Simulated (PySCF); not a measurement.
**Relaxation of quartet As₃**

Computed with UPBE0 in PySCF with As def2-TZVP; no relativity; density-fitted integrals. A (50,194) grid was used.

A hand-made linear chain start, of D∞h symmetry, held to at least that symmetry:

```xyz
3
charge 0 multiplicity 4, angstrom
As    0.0000    0.0000    0.0000
As    0.0000    0.0000    2.2990
As    0.0000    0.0000   -2.2990
```

Question: What does it relax to?

Answer: It ends at D∞h with As–As 2.250 Å (×2); As–As–As 180.0°. A frequency run shows 2 imaginary modes, down to 394i cm⁻¹, so it is a higher-order saddle point. Other isomers or separated fragments may lie lower.

Question: How much energy is released, and in how many steps?

Answer: 3.4 kJ/mol in 3 steps.

At this level a doublet minimum of C2v symmetry lies 289 kJ/mol below this structure.
